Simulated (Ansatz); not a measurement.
Total energies of (BeTe)4 cube (Be4Te4) from Ansatz at PBE0-D4/def2-TZVP, gas phase (1 Eh = 27.2114 eV = 2625.5 kJ/mol). The reference geometry is relaxed at PBE-D4/def2-SVP.

```tsv
atom	x (Å)	y (Å)	z (Å)
Be1	1.002	-0.679	0.913
Te2	-0.797	0.108	2.308
Be3	-1.339	-0.704	0.106
Te4	0.254	-2.338	-0.665
Be5	0.494	-0.067	-1.432
Te6	2.158	1.135	-0.171
Be7	-0.158	1.451	0.413
Te8	-1.615	1.095	-1.472
```

| state | geometry | energy (Eh) |
| --- | --- | --- |
| charge 0 singlet | reference | -1131.40202 |
| charge 1 doublet | reference | -1131.09960 |
| free Be atom (singlet) | – | -14.63549 |
| free Te atom (triplet) | – | -267.99464 |

In the def2 sets Te takes a core potential; there is no spin–orbit coupling.

(1) Work out the vertical ionisation energy to the doublet.

(2) What is the binding energy per atom against free atoms?

(1) E(charge 1 doublet) − E(charge 0 singlet) = -1131.09960 − (-1131.40202) = 0.30242 Eh = 8.23 eV. For comparison, −ε of the highest occupied level is 6.75 eV at this level, 1.48 eV less.

(2) Atoms: 4 × (-14.63549) + 4 × (-267.99464) = -1130.52052 Eh. Binding: -1130.52052 − (-1131.40202) = 0.88150 Eh = 23.99 eV, or 3.00 eV for each of 8 atoms (no zero-point energy, no counterpoise term).
